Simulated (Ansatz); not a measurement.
Born–Oppenheimer molecular dynamics of CH6NSi2 (10 atoms, charge 1, multiplicity 1). It starts at the highest image of a converged band. Of that band: Neighbouring images differ by up to 1.9 eV, so the band resolves the path poorly. A vibrational analysis at the climbing image gives one clearly imaginary mode, 1209i cm⁻¹: a first-order saddle point.

The calculation used RKS PBE0-D4/STO-3G (Ansatz).

```
ensemble                      : NVE (velocity Verlet)
time step                     : 0.5 fs
steps asked                   : 200
starting velocities drawn for : 100 K
seed                          : 9566
```

First frame:

```xyz
10
Properties=species:S:1:pos:R:3
N 0.700 -0.796 -1.310
Si 0.373 -1.171 0.549
C -0.324 0.378 1.070
Si -1.148 1.665 1.827
H 1.362 0.007 -1.457
H -0.157 -0.575 -1.881
H 1.149 -1.619 -1.788
H -0.715 -2.118 0.321
H -0.201 2.631 2.390
H -1.039 1.598 0.280
```

(1) What does the run give?

(2) What happens to the structure?

(3) How do temperature and energy run in time?

Answers

(1) All steps were run.

```json
{"steps done": "200", "time covered": "100 fs", "mean temperature over the second half": "1289 K", "spread of the potential energy over the second half": "24.4 meV per atom", "mean potential energy of the second half above the start": "-123.1 meV per atom"}
```

The conserved energy stayed within 0.74 meV per atom of its start (net change 0.029 meV per atom), so the integration is sound. The system heated up, since it started high on the potential surface and ran downhill. A run of 0.1 ps of so small a system gives no equilibrium averages. The orbitals stay closed-shell, which can raise the energy where a bond breaks towards radicals; this wasn't checked here. Limits of this set-up: minimal basis, the dipole of an ion depends on the origin.

(2) The step under study would form C3–H10 and break Si4–H10. These pairs go: C3–H10 1.62 → 1.22 Å, Si4–H10 1.55 → 2.89 Å. In the last frame they stand as after the step (other bonds may differ from the relaxed reactants and products). It ends as one piece, CH6NSi2 (total charge +1). Pairs count as bonded within 1.25 times the sum of covalent radii (0.12 Å more for H–H). The details hang on the random start.

(3) 
| time (fs) | T (K) | potential energy less start (eV) | conserved less start (meV/atom) |
| --- | --- | --- | --- |
| 0.0 | 100 | 0.000 | 0.00 |
| 3.0 | 55 | 0.047 | 0.07 |
| 6.0 | 99 | 0.001 | 0.05 |
| 9.0 | 225 | -0.128 | 0.09 |
| 12.0 | 673 | -0.593 | 0.02 |
| 15.0 | 1067 | -1.000 | 0.00 |
| 18.0 | 1105 | -1.042 | -0.27 |
| 21.0 | 731 | -0.651 | 0.16 |
| 24.0 | 1072 | -1.008 | -0.26 |
| 27.0 | 1388 | -1.337 | -0.52 |
| 30.0 | 920 | -0.846 | 0.13 |
| 33.0 | 997 | -0.930 | -0.26 |
| 36.0 | 669 | -0.583 | 0.53 |
| 39.0 | 1146 | -1.085 | -0.34 |
| 42.0 | 974 | -0.902 | 0.15 |
| 45.0 | 1404 | -1.355 | -0.66 |
| 48.0 | 1205 | -1.146 | -0.36 |
| 51.0 | 1123 | -1.056 | 0.13 |
| 54.0 | 1594 | -1.548 | -0.27 |
| 57.0 | 1502 | -1.448 | 0.16 |
| 60.0 | 1114 | -1.049 | -0.06 |
| 63.0 | 925 | -0.852 | 0.10 |
| 66.0 | 1311 | -1.251 | 0.13 |
| 69.0 | 1764 | -1.726 | -0.51 |
| 72.0 | 1352 | -1.292 | 0.17 |
| 75.0 | 1573 | -1.531 | -0.73 |
| 78.0 | 1449 | -1.401 | -0.63 |
| 81.0 | 1151 | -1.086 | 0.15 |
| 84.0 | 1360 | -1.307 | -0.38 |
| 87.0 | 1017 | -0.945 | 0.39 |
| 90.0 | 996 | -0.926 | -0.04 |
| 93.0 | 1076 | -1.010 | -0.07 |
| 96.0 | 1107 | -1.037 | 0.37 |
| 99.0 | 1384 | -1.331 | -0.37 |

Time of the run: 6.3 min on 1 thread of Intel(R) Xeon(R) Platinum 8488C (Sapphire Rapids), on a shared host, peak memory 0.11 GiB.
